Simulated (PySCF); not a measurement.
H2Si2, SMILES [Si]=[SiH2] (connectivity only; charge and spin as stated), neutral, multiplicity 1. Geometry: PBE-D3(BJ)/def2-TZVP. The isomer is the one that the SMILES or the coordinates give; other isomers of the formula were not compared.

Calculation: PBE-D3(BJ)/def2-TZVP (PySCF 2.14.0).

Harmonic wavenumbers (cm⁻¹): 201, 322, 515, 843, 2126, 2156. Rotational constants (GHz): 162.6, 6.646, 6.385; symmetry number 2.

Problem. Work out the zero-point energy and the ideal-gas rigid-rotor harmonic-oscillator thermochemistry at 298.15 K and 1 atm.

Solution. ZPE = ½ Σ hcν = ½ × 6163 cm⁻¹ = 8.81 kcal/mol. H − E(el) = 11.95 kcal/mol. Entropy in cal/(mol K): translation 38.10, rotation 19.99, vibration 4.23, total 62.32. G − E(el) = -6.63 kcal/mol. Cp = 13.23 cal/(mol K).
